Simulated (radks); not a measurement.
Q: All-electron atom: In in [Kr] 4d10 5s2 5p1 (the NIST ground configuration). Calculated with a radial shooting solver on a logarithmic mesh with Libxc functionals: scalar-relativistic Kohn-Sham, PBE, spin-polarised, spherical densities, point nucleus; open shells are filled with parallel spins first (spin-orbit coupling, left out, can overturn this in heavy ions). Some entries of the table are withheld. Estimate them.

| orbital | occ. | eigenvalue (eV) | <r> (bohr) |
|---|---|---|---|
| 1s up | 1 | -27754.34 | 0.02971 |
| 1s down | 1 | -27754.33 | 0.02971 |
| 2s up | 1 | -4155.578 | 0.1285 |
| 2s down | 1 | -4155.578 | 0.1285 |
| 2p up | 3 | -3729.774 | 0.1122 |
| 2p down | 3 | -3729.768 | 0.1122 |
| 3s up | 1 | -788.5141 | 0.3486 |
| 3s down | 1 | -788.5067 | 0.3486 |
| 3p up | 3 | -649.0817 | 0.3471 |
| 3p down | 3 | -649.0732 | 0.3471 |
| 3d up | 5 | -432.6574 | 0.3244 |
| 3d down | 5 | -432.6507 | 0.3243 |
| 4s up | 1 | -119.6106 | 0.8480 |
| 4s down | 1 | -119.5969 | 0.8480 |
| 4p up | 3 | -78.0826 | 0.9220 |
| 4p down | 3 | -78.0660 | 0.9217 |
| 4d up | 5 | -18.6039 | 1.185 |
| 4d down | 5 | -18.5300 | 1.180 |
| 5s up | 1 | -8.4436 | 2.619 |
| 5s down | 1 | -7.8674 | 2.599 |
| 5p up | 1 | -2.7784 | (1) |
| 5p down | 0 | -2.1205 | (2) |

A: 
(1) 5p up <r> (bohr): 3.704
(2) 5p down <r> (bohr): 3.714
